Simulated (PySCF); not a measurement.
CHS, SMILES [S][CH] (connectivity only; charge and spin as stated), neutral, multiplicity 2. Atoms are numbered in the order given.

```xyz
3

C     -0.1459    -1.0413     0.0000
S      0.0189     0.5066     0.0000
H      0.5730    -1.8584     0.0000
```
Charge 0, spin multiplicity 2.

Coordinates come from a B3LYP-D3(BJ)/def2-TZVPD optimisation.

Computed with PBE/pcH-1 (PySCF).

Unrestricted Kohn–Sham, ⟨S²⟩ = 0.753. Hyperfine tensors hold the contact and dipolar terms, without spin-orbit corrections.

Computed hyperfine couplings:
| nucleus | A(iso) (MHz) | A(iso) (G) | dipolar principal values (MHz) |
|---|---|---|---|
| 13C no. 1 | 289.6 | 103.3 | -53.9, -46.2, 100.0 |
| 33S no. 2 | 2.9 | 1.0 | -42.2, -35.0, 77.2 |
| 1H no. 3 | 128.0 | 45.7 | -20.5, -5.8, 26.3 |

And the g tensor (effective nuclear charges for spin-orbit coupling, GIAO)? (An estimate is asked for; the answer gives what the named calculation found.)

principal values 1.9555, 2.0016, 2.0096; isotropic 1.9889.
